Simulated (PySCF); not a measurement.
How methods differ on the ionisation energy of Ar²⁺

Ar²⁺ [Ne] 3s2 3p4 (3P) → Ar³⁺ [Ne] 3s2 3p3 (4S), as a difference of total energies. All numbers are calculated (PySCF 2.14, scalar relativity by spin-free X2C-1e, in cc-pVTZ-DK). Correlated levels: valence: [Ne] frozen. The calculations carry no spin-orbit coupling.

```tsv
method	ionisation energy (eV)	difference from reference (eV)
UHF	39.376	-1.359
B3LYP	40.857	+0.122
M06-2X	40.716	-0.019
MP2 (valence)	40.171	-0.564
SCS-MP2 (valence)	40.255	-0.480
CCSD (valence)	40.281	-0.454
CCSD(T) (valence)	40.305	-0.430
```

Reference: 40.735 ± 0.012 eV (semi-empirical (NIST evaluation); NIST Atomic Spectra Database, ionization energies).

The reference lies between the lowest fine-structure levels, while these numbers refer to the centres of the terms.

Errors of the correlated levels include the incompleteness of this basis and the frozen core.
